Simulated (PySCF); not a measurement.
## Bond length, frequency and bond energy of MgBi by level of theory

State: ⁴Σ⁻ (quartet), unpaired electrons σ ↑, π ↑↑. Set-up: PySCF, scalar-relativistic core potentials, basis sets Mg def2-SVP, Bi def2-SVP with ECP60. De refers to Mg + Bi in their high-spin ground configurations, without counterpoise correction. The functionals are run spin-unrestricted. A positive dipole means Mg(−)Bi(+). Levels whose curve was spin-contaminated or gave no clean fit are not listed.

```
       Level  Re (Å)  ωe (cm⁻¹)  De (eV)  μ (D)
ROHF-CCSD(T)   3.075        137    0.158    n/a
         PBE   2.983        179     0.62  -0.62
        BLYP   3.022        166    0.477  -0.72
      r²SCAN   2.956        190     0.67  -0.93
       TPSSh   2.961        187     0.62  -0.74
        PBE0   2.961        183     0.55  -0.80
        MN15   2.959        175    0.475  -0.88
       ωB97X   2.942        188     0.63  -0.79
```

**Question.** Which functional lies closest to ROHF-CCSD(T) in De, which farthest, and by how much do they differ from it?

**Answer.** Closest is MN15 (-11.6 pm in Re, +27.7 % in ωe, +0.32 eV in De against ROHF-CCSD(T) in the same basis), farthest r²SCAN (-11.9 pm in Re, +38.7 % in ωe, +0.51 eV in De). CCSD(T) converges more slowly with the basis than the functionals do and binds too weakly in this one, so the order can change at the basis-set limit.

**Question.** What does a quarter of exact exchange do here, going from PBE to PBE0?

**Answer.** PBE0 less PBE: -2.2 pm in Re, +2.2 % in ωe, -0.07 eV in De. Exact exchange removes part of the self-interaction that spreads semilocal densities, and in most molecules shortens and stiffens the bond and lowers De; so it does here.

**Question.** What does the step from GGA to meta-GGA do here, going from PBE to r²SCAN?

**Answer.** r²SCAN less PBE: -2.7 pm in Re, +6.1 % in ωe, +0.05 eV in De. 

Correlated steps freeze 5 core orbitals. Correlated levels converge slowly with the basis: in double zeta they bind strong bonds too weakly, by up to about 1 eV, and carry superposition errors of some tenths. Spin–orbit coupling is left out, which matters for elements this heavy, above all for dissociation energies. The state is the lowest determinant that a PBE0 search found; another state may lie lower at other levels.
